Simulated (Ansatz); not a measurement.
Basis sets compared for B8N⁺. Charge 1, multiplicity 1. Geometry PBE0-D4/def2-SVP. Ansatz on 4 threads of Arm Neoverse V2 on a shared host; times are rough, and most runs start from earlier orbitals.

```xyz
9

N    -2.039   -0.851    0.622
B    -0.234    0.683   -1.094
B     1.549    1.315   -1.468
B    -1.206   -1.292    1.546
B     0.274    1.576   -2.264
B    -1.375   -0.126   -0.249
B     0.327   -1.267    1.991
B     1.315   -0.469    1.116
B     1.388    0.430   -0.199
```

The restricted singlet is unstable towards broken spin symmetry in Hartree–Fock (as tested in another run); at PBE-D4/def2-SVP, PBE-D4/def2-TZVP, PBE0-D4/def2-SVP, PBE0-D4/def2-TZVP this wasn't settled. Another isomer (singlet) lies 2.76 eV lower at PBE0-D4/def2-TZVP; other spin states weren't run for this one.

```
           level  functions  energy (Eh)  HOMO (eV)  LUMO (eV)  wall time
 PBE-D4/def2-SVP        126    -252.4414     -10.47     -10.31      1.1 s
PBE0-D4/def2-SVP        126    -252.4587     -11.30      -9.43      1.3 s
```

(1) Estimate the rows for PBE-D4/def2-TZVP (with forces), PBE0-D4/def2-TZVP.

## Answers

(1) 
```json
{"level": "PBE-D4/def2-TZVP (with forces)", "functions": "279", "energy (Eh)": "-252.7091", "HOMO (eV)": "-10.43", "LUMO (eV)": "-10.27", "wall time": "3.1 s"}
{"level": "PBE0-D4/def2-TZVP", "functions": "279", "energy (Eh)": "-252.7260", "HOMO (eV)": "-11.24", "LUMO (eV)": "-9.39", "wall time": "5 s"}
```
